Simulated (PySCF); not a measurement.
## Bonding in `CC(=O)O[C@@H]1[C@H]2C[C@@H]3[C@H]2[C@@H]31`

C₈H₁₀O₂.
Atom-mapped SMILES: `[CH3:1][C:2](=[O:3])[O:4][C@@H:5]1[C@H:6]2[CH2:7][C@@H:8]3[C@H:9]2[C@H:10]13` (hydrogens: H11, H12, H13 on C1; H14 on C5; H15 on C6; H16, H17 on C7; H18 on C8; H19 on C9; H20 on C10)

Geometry (GFN2-xTB, Å), atoms numbered from 1 in this order:
```
atom  x, y, z in Å
C1     3.4408   -0.1508   -0.3833
C2     2.1298    0.4709    0.0219
O3     1.9902    1.3021    0.8789
O4     1.1250   -0.0205   -0.7121
C5    -0.1721    0.4948   -0.4334
C6    -0.8487   -0.1594    0.7857
C7    -2.2080    0.5497    0.8255
C8    -2.5031   -0.1952   -0.4630
C9    -1.4574   -1.2270   -0.1674
C10   -1.2126   -0.2278   -1.2625
H11    4.2351    0.2262    0.2532
H12    3.6489    0.0942   -1.4219
H13    3.3708   -1.2319   -0.2977
H14   -0.1319    1.5895   -0.4512
H15   -0.2740   -0.3453    1.6846
H16   -2.1944    1.6393    0.7991
H17   -2.8344    0.2070    1.6461
H18   -3.4644   -0.3243   -0.9311
H19   -1.4650   -2.2985   -0.1567
H20   -1.1800   -0.3822   -2.3265
```

Bond orders from the PBE0/pcSseg-1 density (PySCF). Isolated species at its GFN2-xTB geometry (one conformer only).

Question: Where do the orders between heavy atoms depart from those drawn in the SMILES?

Answer: The largest departure is 0.197, at O4–C5 (drawn single, 0.803). Drawn single, order below 0.88: O4–C5 (0.803) and C8–C9 (0.878).

Question: Give the Mayer order of every bond between heavy atoms, beside its length.

Answer: 
```tsv
bond	drawn as	length (Å)	Mayer order
C1–C2	single	1.506	1.009
C2–O3	double	1.202	1.957
C2–O4	single	1.338	1.094
O4–C5	single	1.423	0.803
C5–C6	single	1.540	0.964
C6–C7	single	1.534	0.968
C7–C8	single	1.517	0.968
C8–C9	single	1.498	0.878
C9–C10	single	1.503	0.883
C10–C5	single	1.514	0.967
C9–C6	single	1.555	0.891
C10–C8	single	1.518	0.931
```

By pair of heavy elements: C–C: lowest C8–C9 (0.878, 1.498 Å), highest C1–C2 (1.009, 1.506 Å); in 14 of the 36 pairs the longer bond (by over 0.003 Å) has the higher order (by 0.02 or more). C–O: lowest O4–C5 (0.803, 1.423 Å), highest C2–O3 (1.957, 1.202 Å).

Question: And the bonds to hydrogen?

Answer: C–H: 0.94 to 1.02 (10 bonds).

Question: Sum the orders of all bonds at each heavy atom with more than one neighbour and set the sums beside the valence in the SMILES.

Answer: C1 3.863 (drawn 4), C2 4.060 (drawn 4), O4 1.897 (drawn 2), C5 3.679 (drawn 4), C6 3.804 (drawn 4), C7 3.832 (drawn 4), C8 3.763 (drawn 4), C9 3.673 (drawn 4), C10 3.768 (drawn 4). Orders between atoms that aren't bonded are not in these sums.

Mayer orders depend on the basis set.

The run behind these numbers computed NMR shieldings as well. Time: 41 s of wall time. Hardware: one thread, x86-64 server, no GPU (shared host).
